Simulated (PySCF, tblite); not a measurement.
Compound: C5H2F4.
Numbering: `[F:1][C:2]([F:3])=[C:4]([F:5])[C:6]1=[C:7]([F:8])[CH2:9]1` (hydrogens: H10, H11 on C9)

Computed with GFN2-xTB (tblite), gas phase: nudged elastic band of 9 images (0 to 8), spring 0.2 eV/Å², climbing image at the end, force threshold 0.05 eV/Å. The top image wasn't refined or checked by frequencies; at this threshold it can lie a kcal/mol or more above the true saddle point of the method.

Path: rotation about C4–C6 (vinylic C–F carbon, fully substituted alkene carbon), followed by the dihedral F5–C4–C6–C9.

Image 0 (start, dihedral 180°):
```
atom  x, y, z in Å
F1      1.164   -2.930    0.868
C2      0.669   -1.708    0.791
F3      0.410   -1.216    1.994
C4      0.444   -1.025   -0.341
F5      0.742   -1.610   -1.516
C6     -0.094    0.284   -0.389
C7     -0.500    1.345   -1.036
F8     -0.702    1.967   -2.168
C9     -0.619    1.455    0.438
H10     0.083    2.067    0.992
H11    -1.591    1.374    0.910
```

Image 8 (end, +0.027 eV, dihedral 0°):
```
atom  x, y, z in Å
F1      0.979   -3.145    0.486
C2      0.285   -2.053    0.221
F3     -0.945   -2.348   -0.171
C4      0.734   -0.794    0.320
F5      2.001   -0.591    0.728
C6     -0.034    0.360    0.026
C7     -1.126    0.965   -0.356
F8     -2.368    0.888   -0.761
C9     -0.015    1.888   -0.027
H10     0.529    2.382   -0.823
H11    -0.035    2.450    0.900
```

**Question.** What do the inner images look like?

**Answer.** 
Image 1: +0.036 eV, dihedral -155°
```
atom  x, y, z in Å
F1      1.147   -2.943    0.877
C2      0.577   -1.757    0.772
F3      0.009   -1.394    1.913
C4      0.534   -0.992   -0.327
F5      1.109   -1.443   -1.458
C6     -0.082    0.287   -0.379
C7     -0.615    1.288   -1.025
F8     -1.023    1.822   -2.147
C9     -0.511    1.508    0.437
H10     0.251    2.180    0.815
H11    -1.390    1.447    1.065
```

Image 2: +0.120 eV, dihedral -132°
```
atom  x, y, z in Å
F1      1.101   -2.977    0.858
C2      0.493   -1.812    0.732
F3     -0.323   -1.583    1.753
C4      0.620   -0.954   -0.284
F5      1.440   -1.265   -1.308
C6     -0.060    0.300   -0.355
C7     -0.720    1.227   -0.989
F8     -1.321    1.642   -2.074
C9     -0.413    1.578    0.418
H10     0.372    2.299    0.617
H11    -1.184    1.547    1.176
```

Image 3: +0.200 eV, dihedral -108°
```
atom  x, y, z in Å
F1      1.056   -3.016    0.822
C2      0.416   -1.871    0.671
F3     -0.595   -1.770    1.524
C4      0.688   -0.921   -0.223
F5      1.719   -1.086   -1.075
C6     -0.043    0.313   -0.320
C7     -0.818    1.160   -0.926
F8     -1.582    1.453   -1.946
C9     -0.320    1.657    0.380
H10     0.461    2.407    0.395
H11    -0.974    1.678    1.242
```

Image 4 (top): +0.229 eV, dihedral -85°
```
atom  x, y, z in Å
F1      1.015   -3.056    0.769
C2      0.350   -1.929    0.590
F3     -0.807   -1.946    1.239
C4      0.737   -0.887   -0.143
F5      1.931   -0.920   -0.769
C6     -0.028    0.325   -0.273
C7     -0.906    1.095   -0.838
F8     -1.808    1.269   -1.769
C9     -0.235    1.732    0.321
H10     0.520    2.490    0.154
H11    -0.763    1.830    1.262
```

Image 5: +0.194 eV, dihedral -63°
```
atom  x, y, z in Å
F1      0.984   -3.090    0.707
C2      0.302   -1.978    0.496
F3     -0.952   -2.097    0.910
C4      0.768   -0.854   -0.046
F5      2.063   -0.780   -0.412
C6     -0.016    0.336   -0.215
C7     -0.980    1.037   -0.729
F8     -1.996    1.107   -1.549
C9     -0.161    1.797    0.246
H10     0.553    2.533   -0.098
H11    -0.559    1.992    1.235
```

Image 6: +0.121 eV, dihedral -42°
```
atom  x, y, z in Å
F1      0.963   -3.116    0.640
C2      0.275   -2.015    0.398
F3     -1.026   -2.215    0.549
C4      0.780   -0.824    0.065
F5      2.115   -0.676   -0.028
C6     -0.009    0.345   -0.147
C7     -1.040    0.993   -0.607
F8     -2.151    0.982   -1.298
C9     -0.100    1.845    0.160
H10     0.564    2.531   -0.352
H11    -0.366    2.154    1.164
```

Image 7: +0.054 eV, dihedral -21°
```
atom  x, y, z in Å
F1      0.956   -3.134    0.576
C2      0.272   -2.039    0.302
F3     -1.022   -2.295    0.172
C4      0.771   -0.801    0.187
F5      2.091   -0.610    0.362
C6     -0.013    0.352   -0.072
C7     -1.089    0.968   -0.480
F8     -2.276    0.904   -1.025
C9     -0.051    1.874    0.067
H10     0.553    2.479   -0.598
H11    -0.187    2.304    1.053
```

The largest changes of bonds and angles from start to top: C4–C6 1.416 → 1.439 Å, C6–C9 1.527 → 1.542 Å, C2=C4 1.341 → 1.331 Å, C6=C7 1.307 → 1.297 Å, C4–C6–C7 152.3 → 154.0°, C4–C6–C9 145.2 → 143.6°, C2–C4–F5 118.6 → 119.6°. GFN2-xTB torsional profiles can miss by a kcal/mol or more and can put conformers in the wrong order.

**Question.** What do single points at PBE0/pcSseg-1 (PySCF, no dispersion term) give on some images?

**Answer.** 
| image | GFN2-xTB E (eV) | DFT E (eV) | HOMO (eV) | LUMO (eV) | dipole (D) |
| --- | --- | --- | --- | --- | --- |
| 0 | 0.000 | 0.000 | -6.80 | -1.16 | 1.41 |
| 2 | 0.120 | 0.121 | -7.05 | -1.02 | 1.37 |
| 4 | 0.229 | 0.194 | -7.53 | -0.67 | 1.36 |
| 6 | 0.121 | 0.088 | -7.00 | -1.01 | 1.13 |
| 8 | 0.027 | 0.025 | -6.75 | -1.21 | 1.00 |

Energies count from image 0 at each level. At the GFN2-xTB top the DFT energy is 4.5 kcal/mol against 5.3; the geometries weren't optimised at the DFT level.

The cost below is that of the whole band run. On one thread of an Arm Neoverse V1, shared host with 32 logical CPUs at a one-minute load of 9.2, this took 2.2 s wall and 0.18 GiB of memory at its peak.
